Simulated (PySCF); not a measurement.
H5Si2, SMILES [SiH3][SiH2], multiplicity 2.

The structure is a stationary point at ωB97X-D3(BJ)/def2-TZVP. The isomer is the one that the SMILES or the coordinates give; other isomers of the formula were not compared.

All values below come from TDA-LC-ωPBE/def2-SVPD in PySCF.

Vertical excitations. 

Computed lowest excited states:
| state | energy (eV) | λ (nm) | f | main pairs |
|---|---|---|---|---|
| root 1 | 4.36 | 284 | 0.007 | β HOMO→LUMO 95 % |
| root 2 | 5.11 | 243 | 0.008 | α HOMO→LUMO+2 84 % |
| root 3 | 5.56 | 223 | 0.000 | β HOMO−1→LUMO 65 %, β HOMO−3→LUMO 26 % |
| root 4 | 5.67 | 219 | 0.078 | α HOMO→LUMO 49 %, α HOMO→LUMO+3 20 %, α HOMO→LUMO+7 12 %, α HOMO→LUMO+5 10 % |
| root 5 | 5.74 | 216 | 0.006 | α HOMO→LUMO+1 76 % |
| root 6 | 6.29 | 197 | 0.139 | α HOMO→LUMO+3 46 %, α HOMO→LUMO 20 %, α HOMO→LUMO+1 17 % |
| root 7 | 6.52 | 190 | 0.031 | α HOMO→LUMO+4 62 %, β HOMO→LUMO+3 17 % |
| root 8 | 6.61 | 187 | 0.037 | α HOMO→LUMO+5 69 %, α HOMO→LUMO+3 16 % |
| root 9 | 6.97 | 178 | 0.010 | α HOMO−1→LUMO+2 36 %, α HOMO→LUMO+4 19 %, β HOMO→LUMO+3 33 % |
| root 10 | 7.21 | 172 | 0.031 | β HOMO−2→LUMO 82 % |
Unrestricted roots are not spin-pure.
